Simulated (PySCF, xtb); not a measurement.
C2H6N2OSi, SMILES N1[Si@@H](COC=1)N. The values are those of a single conformer.

Harmonic wavenumbers (cm⁻¹) from GFN2-xTB run with xtb at its own minimum, in rising order: 119, 133, 201, 248, 442, 468, 537, 555, 653, 675, 730, 755, 832, 854, 901, 939, 964, 1120, 1160, 1236, 1278, 1465, 1515, 1641, 2350, 2975, 2994, 3024, 3466, 3516.

**Question.** What does PBE-D3(BJ)/def2-SVP (PySCF 2.14.0) give at its own minimum? (The exact figures need the calculation; the answer reports its results.)

**Answer.** 122, 161, 262, 279, 418, 452, 474, 602, 644, 699, 746, 782, 831, 866, 905, 916, 944, 1063, 1158, 1207, 1309, 1390, 1497, 1640, 2192, 2993, 3050, 3052, 3487, 3582. Paired by order, the mean absolute difference is 32 cm⁻¹ and the zero-point energies are 54.0 and 53.9 kcal/mol.
